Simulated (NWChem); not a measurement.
# H₂Se₂S; SMILES S[Se][SeH]

```xyz
5

Se    -0.7314     0.5808    -0.0022
S      0.9509     2.0121     0.0414
H      1.1511     2.0899    -1.2953
Se     0.2391    -1.5399    -0.0216
H      0.3697    -1.6760     1.4423
```
Atoms are numbered in this order, from 1.

Results from NWChem. Pople sets run with spherical d functions. Coordinates come from a PBE0/def2-SVP optimisation. Ions are spin-unrestricted doublets at the neutral geometry; other ion states weren't tried. Functional: LC-ωPBE (HJS hole) with 6-31G*; rows give the range parameter ω in 1/bohr.

**Question.** At which range parameter does −ε(HOMO) equal the ΔSCF ionisation energy (optimal tuning)?

**Answer.** about 0.57 per bohr, by linear interpolation in these runs:
```tsv
range parameter (1/bohr)	vertical ionisation energy, ΔSCF (eV)	−ε(HOMO) (eV)	ΔSCF minus −ε(HOMO) (eV)
0.10	8.98	7.48	1.50
0.80	9.98	10.73	-0.75
```
